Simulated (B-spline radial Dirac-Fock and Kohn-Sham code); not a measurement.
Binding energies of Pr³⁺ at several levels of theory

System: praseodymium as Pr³⁺ in the configuration [Xe] 4f1 6p1 (not the ground configuration).

The density-functional columns are spherical, spin-unpolarised Dirac-Kohn-Sham results without Breit or QED terms: −ε is minus the orbital energy of the initial state and ΔSCF the difference of two total energies. The reference in the last column comes from Dirac-Fock (average of configuration) total-energy differences with a finite nucleus, the Breit interaction including its frequency dependence, and self-energy and vacuum-polarisation corrections. All numbers are from a B-spline atomic structure program, in eV; a selection of levels is shown. For the 1s level of heavy atoms much of the gap between ΔSCF and the reference is the Breit and QED part, -165.0 eV here; for other levels the error of the functional can be larger.

```
level   LDA −ε  LDA ΔSCF  Dirac-Fock
   1s  41774.0   42189.4     42037.2
   2s   6755.4    6832.9      6891.5
2p1/2   6389.8    6486.6      6491.5
2p3/2   5908.3    5997.2      6015.2
   3s   1493.0    1519.9      1562.6
3p1/2   1337.1    1365.2      1393.0
3p3/2   1241.8    1268.6      1296.8
3d3/2    968.6     999.0      1004.0
3d5/2    948.0     978.0       983.9
   4s    331.1     344.0       364.0
4p1/2    272.5     285.2       298.3
4p3/2    251.6     263.8       277.3
4d3/2    155.0     166.7       167.2
4d5/2    151.3     162.9       163.5
   4f    40.86     50.74       48.01
   5s    73.25     80.26       83.01
5p1/2    56.18     62.69       61.46
5p3/2    52.66     58.96       57.93
   6p    19.11     21.79       20.84
```

Values without a named source are computed, but for edge energies of neutral atoms, which are taken from tables.
